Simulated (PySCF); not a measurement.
# What a mistake does to a calculation on BCGeH6O

These are calculations, not measurements. The program is PySCF 2.14.0, an open-source quantum chemistry code, run on an isolated molecule that a program drew, which may never have been made. The molecule is BCGeH6O (charge 0, doublet), drawn as the SMILES string `BO[CH][GeH3]`.

Each row is a Hartree-Fock (HF) and frozen-core CCSD(T) single point in the cc-pVDZ basis, meant for a local HF minimum. Run 1 is clean. Each other run has one planted mistake out of seven kinds, and not every kind appears here: one electron removed, one electron added, multiplicity raised by two, geometry at a saddle point, minimal basis STO-3G, one bond length entered in bohr, all coordinates scaled. The reference is restricted for singlets and unrestricted otherwise, and also for a bond in bohr. Adding or removing an electron swaps singlet and doublet. Electrons count all cores. HOMO and LUMO are orbital energies over both spins, the gradient is its largest component, and the lowest frequency (negative if imaginary) is given only where the gradient is small. Bond lengths are over the 9 bonds as drawn. T1 is the CCSD diagnostic: over 0.02 (restricted) or 0.045 (unrestricted) a single reference is doubtful. Germanium has the cc-pVDZ-PP basis, with a core potential (ECP10MDF) in place of its 10 inner electrons, and its 3s, 3p and 3d shells are frozen in CCSD(T).

Geometry of the clean run:
```xyz
10
BCGeH6O, angstrom
B    -0.8357   -1.6873   -0.7702
O     0.4235   -1.2266   -0.9262
C     1.2223   -0.8263    0.1112
Ge    3.0011   -0.1890   -0.3268
H    -1.4257   -2.0050   -1.7618
H    -1.3203   -1.7653    0.3275
H     0.7821   -0.8936    1.1015
H     2.9158    1.0369   -1.2405
H     3.6960    0.1866    0.9842
H     3.7948   -1.2856   -1.0423
```

| run | electrons | basis functions | <S^2> | HOMO (eV) | LUMO (eV) | gradient (hartree/bohr) | lowest frequency (cm^-1) | mean bond (Å) | longest bond (Å) | T1 | HF (hartree) | CCSD(T) (hartree) | mistake |
|---|---|---|---|---|---|---|---|---|---|---|---|---|---|
| 1 | 57 | 95 | 0.764 | -9.34 | 2.59 | 1.3e-05 | 61 | 1.4152 | 1.940 | 0.0182 | -434.25912 | -434.80904 | no fault |
| 2 | 57 | 95 | 3.784 | -6.00 | -2.80 | 3.4e-02 | - | 1.4152 | 1.940 | 0.0362 | -434.02213 | -434.57552 | multiplicity raised by two |
| 3 | 57 | 95 | 0.771 | -9.60 | 2.51 | 4.2e-02 | - | 1.5043 | 2.062 | 0.0203 | -434.22707 | -434.78848 | all coordinates scaled |
| 4 | 56 | 95 | 0.000 | -17.95 | -5.83 | 1.1e-01 | - | 1.4152 | 1.940 | 0.0205 | -433.98188 | -434.52235 | ? |
| 5 | 57 | 95 | 1.395 | -9.63 | 2.17 | 2.3e-02 | - | 1.5335 | 2.262 | 0.0614 | -434.13346 | -434.68643 | ? |

**Which mistake was planted in run 4, and what did it cost?**

It counts 56 electrons, one fewer than the clean run, at the same geometry and basis. So the mistake is: one electron removed. Subtracting run 1 and multiplying by 627.51 kcal/mol a hartree, the energy moved by 174.0 kcal/mol in HF and 179.9 kcal/mol in CCSD(T).

**Which mistake was planted in run 5, and what did it cost?**

The mean bond changes by a factor of 1.084 and the longest by 1.166, so the molecule wasn't scaled as a whole. A length L in bohr read as angstrom grows by (1/0.5292 - 1) L = 0.890 L. The 9 bonds together grew by 9 x 0.1183 = 1.065 Å, which gives L = 1.197 Å. That is the length of one of the B-H bonds, 1.197 Å in the clean geometry. So the mistake is: one bond length entered in bohr. Subtracting run 1 and multiplying by 627.51 kcal/mol a hartree, the energy moved by 78.9 kcal/mol in HF and 76.9 kcal/mol in CCSD(T).

Cautions from the logs. Run 4: T1 is over the limit, so its CCSD(T) energy is less reliable; run 5: T1 is over the limit, so its CCSD(T) energy is less reliable.
